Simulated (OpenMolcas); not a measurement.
**Be⁺: thermal populations, worked from levels**

| Property | Result |
| --- | --- |
| Program | OpenMolcas |
| Basis | ANO-RCC-VDZP [3s2p1d] |
| Scalar Hamiltonian | X2C, point nucleus |
| Active space | 1 electron in 8 orbitals (2s 2p 3s 3p) |
| State averaging | 2S+1 = 2 even, 1 root; 2S+1 = 2 odd, 3 roots |
| Spin-orbit coupling | state interaction with AMFI integrals over the reference wave functions, term energies averaged over their components |

Methods: CASSCF; SS-CASPT2, IPEA 0.25 Eh, imaginary shift 0.1 Eh (closed shells correlated: 1s). Measured levels: NIST Handbook of Basic Atomic Spectroscopic Data.

**Thermal populations.** Z = Σ (2J + 1) exp(-E/kT) with k = 0.695035 cm-1/K, over the levels below. No other level of either list lies under 88200 cm-1, which is above 7 kT at each temperature.

| Level | 2J + 1 | SS-CASPT2 | measured |
| --- | --- | --- | --- |
| 2s 2S 1/2 | 2 | 0.0 | 0.0 |
| 2p 2P* 1/2 | 2 | 32788 | 31929 |
| 2p 2P* 3/2 | 4 | 32794 | 31935 |

```csv
T (K),"Z, SS-CASPT2","Z, measured levels","Ground level (%), SS-CASPT2","Ground level (%), measured levels"
12000,2.118,2.130,94.4,93.9
```

At 12000 K, kT = 8340 cm-1, and the computed levels give Z = 2.000 + 0.039 + 0.078 = 2.118.

With one active electron outside closed inactive shells, the extra shells (3p 3s) add no correlation to the reference. ANO sets are built for ground and valence states and can reach diffuse excited orbitals poorly. With one active electron the reference holds no correlation, so core polarisation is missing (holds for CASSCF). With one active electron, CASPT2 adds the correlation within the correlated inactive shells and between them and that electron, and leaves the splitting within a term as the reference gives it (holds for SS-CASPT2). Computed and measured levels are paired by configuration, term and J; levels that our copy of the source lacks, or whose pairing is in doubt (as where it misses far off the trend of its configuration), stay unpaired and out of the deviations. Only configurations of the active space appear.

* marks odd parity.
